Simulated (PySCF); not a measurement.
Highest orbital energy against ionisation energy along the third row

Calculated with PySCF 2.14, no spin-orbit coupling. Each cell gives −ε(HOMO) / ΔSCF in eV; NIST values include spin-orbit coupling, (s) semi-empirical, (t) theoretical.

```json
{"species": "Mg⁺ (x2c-TZVPPall with one added diffuse shell each of s, p, d type, spin-free X2C)", "UHF": "14.748 / 14.734", "LDA": "12.025 / 15.342", "PBE": "11.942 / 15.331", "PBE0": "12.738 / 15.233", "r2SCAN": "12.094 / 15.026", "NIST (lowest levels)": "15.035"}
{"species": "Al⁺ (x2c-TZVPPall with one added diffuse shell each of s, p, d type, spin-free X2C)", "UHF": "17.778 / 17.561", "LDA": "14.922 / 18.948", "PBE": "14.812 / 18.815", "PBE0": "15.762 / 18.707", "r2SCAN": "14.947 / 18.415", "NIST (lowest levels)": "18.829"}
{"species": "Si⁺ (x2c-TZVPPall with one added diffuse shell each of s, p, d type, spin-free X2C)", "UHF": "16.197 / 15.825", "LDA": "12.066 / 16.359", "PBE": "12.189 / 16.402", "PBE0": "13.327 / 16.422", "r2SCAN": "12.549 / 16.508", "NIST (lowest levels)": "16.346"}
{"species": "P⁺ (x2c-TZVPPall with one added diffuse shell each of s, p, d type, spin-free X2C)", "UHF": "19.714 / 19.150", "LDA": "14.906 / 19.810", "PBE": "14.978 / 19.776", "PBE0": "16.321 / 19.809", "r2SCAN": "15.400 / 19.927", "NIST (lowest levels)": "19.769 (s)"}
{"species": "S⁺ (x2c-TZVPPall with one added diffuse shell each of s, p, d type, spin-free X2C)", "UHF": "23.446 / 22.702", "LDA": "17.878 / 23.387", "PBE": "17.918 / 23.309", "PBE0": "19.483 / 23.372", "r2SCAN": "18.459 / 23.493", "NIST (lowest levels)": "23.338"}
{"species": "Cl⁺ (x2c-TZVPPall with one added diffuse shell each of s, p, d type, spin-free X2C)", "UHF": "23.626 / 22.565", "LDA": "18.330 / 23.960", "PBE": "18.359 / 23.841", "PBE0": "19.936 / 23.829", "r2SCAN": "18.694 / 23.783", "NIST (lowest levels)": "23.814"}
{"species": "Ar⁺ (x2c-TZVPPall with one added diffuse shell each of s, p, d type, spin-free X2C)", "UHF": "27.612 / 26.350", "LDA": "21.586 / 27.812", "PBE": "21.541 / 27.591", "PBE0": "23.331 / 27.598", "r2SCAN": "21.971 / 27.645", "NIST (lowest levels)": "27.630"}
```

Question: How far is −ε(HOMO) from ΔSCF on average for each method, and why?

Answer: UHF 0.60 eV; LDA -4.84 eV; PBE -4.76 eV; PBE0 -3.44 eV; r2SCAN -4.38 eV. Hartree-Fock orbital energies lack relaxation and so exceed the ΔSCF value; semilocal functionals have convex E(N) from self-interaction, so their HOMO lies far too high; exact exchange moves hybrids part of the way back.
